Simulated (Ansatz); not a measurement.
`[CH3][SnH2][C]#N` and `N#[C][SnH2][Cl]` differ in one atom or group.

Ansatz, PBE0-D4/def2-TZVP geometries, multiplicity 1. 

Elements past krypton have def2 core potentials.

| property | `[CH3][SnH2][C]#N` |
| --- | --- |
| LUMO energy (B3LYP/def2-TZVPP) / eV | -0.71 |
| HOMO energy (PBE/def2-TZVPP) / eV | -7.80 |
| HOMO–LUMO gap (ωB97M-V/def2-TZVPP) / eV | 12.22 |
| zero-point energy (PBE0-D4/def2-TZVP) / kJ/mol | 151.4 |
| HOMO–LUMO gap (B3LYP/def2-TZVPP) / eV | 8.08 |
| HOMO energy (B3LYP/def2-TZVPP) / eV | -8.79 |

Question: What does the change do to each property? (Estimate.)

Answer: Ansatz gave: 
```csv
property,`N#[C][SnH2][Cl]`,shift
LUMO energy (B3LYP/def2-TZVPP) / eV,-1.91,-1.20
HOMO energy (PBE/def2-TZVPP) / eV,-7.93,-0.13
HOMO–LUMO gap (ωB97M-V/def2-TZVPP) / eV,11.72,-0.50
zero-point energy (PBE0-D4/def2-TZVP) / kJ/mol,60.0,-91.4
HOMO–LUMO gap (B3LYP/def2-TZVPP) / eV,7.14,-0.94
HOMO energy (B3LYP/def2-TZVPP) / eV,-9.05,-0.26
```

With PBE0 the HOMO falls by 0.29 eV and the LUMO falls by 1.20 eV, so the gap narrows by about 0.91 eV. PBE moves the HOMO by -0.13 eV and ωB97M-V by -0.35 eV. The zero-point energy changes by -91.4 kJ/mol with -9 modes.

B3LYP here is the variant with VWN-RPA as its local correlation; programs differ in this.
